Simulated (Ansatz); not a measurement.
Total energies of C3H4F4O, SMILES `FCOC(F)C(F)F`.

```
atom   x (Å)   y (Å)   z (Å)
  F1  -0.557   2.220  -0.927
  C2  -1.286   1.061  -0.855
  O3  -0.445  -0.029  -0.703
  C4   0.166  -0.123   0.521
  F5  -0.729  -0.548   1.476
  C6   1.281  -1.155   0.442
  F7   2.274  -0.671  -0.334
  F8   0.832  -2.300  -0.102
  H9  -1.809   0.919  -1.800
 H10  -1.978   1.159  -0.013
 H11   0.572   0.837   0.857
 H12   1.679  -1.371   1.439
```

The species carries charge 0 and has multiplicity 1. The geometry is a stationary point of PBE0-D4/def2-TZVP. It is one conformer, not always the lowest. Basis def2-TZVPP, Ansatz.

RPA on PBE orbitals: Hartree–Fock energy of these orbitals -588.69602 Eh, correlation -2.61798 Eh (frozen core).

```tsv
functional	energy without D4 (Eh)	D4 term (kJ/mol)
LDA (SPW92)	-587.44433	–
PBE	-590.96482	-20.9
revPBE	-591.36622	-74.7
BLYP	-591.47375	-47.0
r2SCAN	-591.30140	-5.6
B97M-V	-591.39908	–
PBE0	-590.97219	-17.5
B3LYP	-591.56762	-33.1
r2SCANh	-591.26919	-5.7
r2SCAN0	-591.22306	-6.3
HSE06 (plane-wave form)	-590.94686	-16.1
BHLYP	-591.31367	-22.1
CAM-B3LYP	-591.39995	-17.3
LC-ωPBE	-591.23813	–
ωB97X-V	-591.38010	–
ωB97M-V	-591.40687	–
B2PLYP	-591.20588	–
PBE-QIDH	-590.89693	–
```

B3LYP takes the VWN-RPA correlation (the form of Gaussian; ORCA's B3LYP/G). HSE06 is the plane-wave form, built on full-range PBE exchange. The double hybrids freeze the cores in their second-order part.

LC-ωPBE has ω = 0.4 bohr⁻¹.
